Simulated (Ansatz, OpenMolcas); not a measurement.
A ladder of methods for CHF3O3S (triflic acid)

The species is CHF3O3S (9 atoms), meant as a singlet with charge 0. SMILES: `O=S(=O)(O)C(F)(F)F`. Geometry: relaxed at PBE0-D4/def2-TZVP. This is one conformer, not always the lowest.

```xyz
9

O     1.4629   -0.5819    0.9857
S     0.2985   -0.7789    0.1944
O     0.1445   -1.8377   -0.7300
O    -0.9727   -0.7780    1.1281
C     0.0031    0.7967   -0.7252
F    -0.0766    1.8017    0.1382
F     1.0144    1.0041   -1.5475
F    -1.1209    0.7238   -1.4123
H    -0.7532   -0.3500    1.9686
```

Quantity: the vertical ionisation energy (to the doublet cation), in eV. The values are calculated.

```
                               level                    kind     program  value (eV)  CPU time (all runs)
     HF/6-31G* (spherical functions)            Hartree–Fock      Ansatz       11.76                 75 s
   BLYP/6-31G* (spherical functions)                     GGA  OpenMolcas       11.22              3.9 min
 r2SCAN/6-31G* (spherical functions)                meta-GGA      Ansatz       11.78                 97 s
r2SCAN0/6-31G* (spherical functions)         hybrid meta-GGA      Ansatz       12.34              3.2 min
wB97M-V/6-31G* (spherical functions)  range-separated hybrid      Ansatz       12.28              7.8 min
  wB97X/6-31G* (spherical functions)  range-separated hybrid      Ansatz       12.38                4 min
 B2PLYP/6-31G* (spherical functions)           double hybrid      Ansatz       12.35              2.7 min
    MP2/6-31G* (spherical functions)     perturbation theory      Ansatz       12.96              2.3 min
CCSD(T)/6-31G* (spherical functions)   coupled cluster or CI      Ansatz       12.26               21 min
```

The values span 11.22 to 12.96 eV. The coupled-cluster rows rest on a doubtful reference here (large T1 or Brueckner and Hartree–Fock orbitals at odds), and rows may lie in different states. Times are those of the runs behind each value, whatever else they computed, on shared processors of several kinds: orders of magnitude only.
